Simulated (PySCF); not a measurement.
# State search for BiSe

Unrestricted PBE0; PySCF, spin-free X2C with a Gaussian nucleus, basis sets Bi x2c-TZVPPall, Se x2c-TZVPPall. Outer shells of the fragments: Bi 5d10 6s2 6p3; Se 3d10 4s2 4p4.

Followed along the bond (rough minima from three points):

| 2Ms+1 | unpaired | ⟨S²⟩ at the start | R at minimum (Å) | Te (eV) |
| --- | --- | --- | --- | --- |
| 2 | π ↑ | 0.94 | 2.42 | 0.00 |
| 4 | π ↑↑↑ | 3.76 | 2.66 | 1.10 |
| 2 | π ↑↑↓ | 1.76 | 2.66 | 1.43 |
| 6 | σ ↑, π ↑↑↑↑ | 8.75 | none in the scan | ≤ 4.04 |

Solutions found at the starting distance of 2.575 Å, counted from the lowest of them; the search is not exhaustive and high or unbound solutions are not listed, so other states can lie among these:

```csv
2Ms+1,unpaired,term,E (eV),⟨S²⟩,⟨Lz²⟩,μ (D)
2,π ↑,mixed,0.00,0.94,1.53,-2.99
4,π ↑↑↑,mixed,0.92,3.76,1.52,-1.39
2,π ↑↑↓,mixed,1.26,1.76,3.54,-1.38
4,"σ ↑, π ↑↑",mixed,2.12,3.76,0.51,-2.50
2,π ↑,mixed,2.31,0.75,3.53,-1.42
2,"σ ↓, π ↑↑",mixed,2.43,1.76,0.51,-2.63
```

A term symbol is given only where ⟨S²⟩ and ⟨Lz²⟩ are close to those of a pure state; real π, δ and φ orbitals otherwise mix terms. A positive dipole means Bi(−)Se(+).

Compare the gap between the two lowest followed solutions at the starting distance with the gap between their minima.

At PBE0 the second solution (quartet, unpaired electrons π ↑↑↑) lies +0.92 eV from the first (doublet, unpaired electrons π ↑) at 2.575 Å and +1.10 eV at the minima; the two curves relax by different amounts, since their minima lie near 2.66 and 2.42 Å.

Spin–orbit coupling is left out, which matters for elements this heavy, above all for dissociation energies. Counting both spins, an empty level lies below a filled one in some of these solutions, because spin and occupation are held.
